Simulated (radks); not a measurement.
Values are calculated unless marked as measured or tabulated.
Task: These are the eigenvalues of the occupied orbitals of an atom or ion with whole-number occupations (hartree). Code: a radial shooting solver on a logarithmic mesh with Libxc functionals. Model: Dirac Kohn-Sham, PBE, spin-unpolarised, spherical densities, finite nucleus; Fermi nuclear charge, rms radius of each element as measured or else 0.836 A^(1/3) + 0.57 fm.

| orbital | eigenvalue |
|---|---|
| 1s1/2 | -974.9110 |
| 2s1/2 | -145.3811 |
| 2p1/2 | -135.3950 |
| 2p3/2 | -128.3232 |
| 3s1/2 | -27.72429 |
| 3p1/2 | -23.72393 |
| 3p3/2 | -22.46000 |
| 3d3/2 | -15.38523 |
| 3d5/2 | -15.12824 |
| 4s1/2 | -4.58764 |
| 4p1/2 | -3.28564 |
| 4p3/2 | -3.06171 |
| 4d3/2 | -1.02830 |
| 4d5/2 | -0.99738 |
| 5s1/2 | -0.42772 |
| 5p1/2 | -0.18147 |
| 5p3/2 | -0.16366 |

Which element is it, and in what charge state? The configuration may be excited. Open shells, if any, fill j = l - 1/2 first.

Result: Z = 48, cadmium, charge 0: Cd in [Kr] 4d7 5s2 5p3. The list shows which subshells hold electrons but not how many an open one holds; the 1s level, -974.91 hartree, gives Z - s = 44.2 by -(Z - s)^2/2, which with screening and relativity narrows Z to a few neighbours, and the depths of the outer levels then fix element, charge and occupations together.
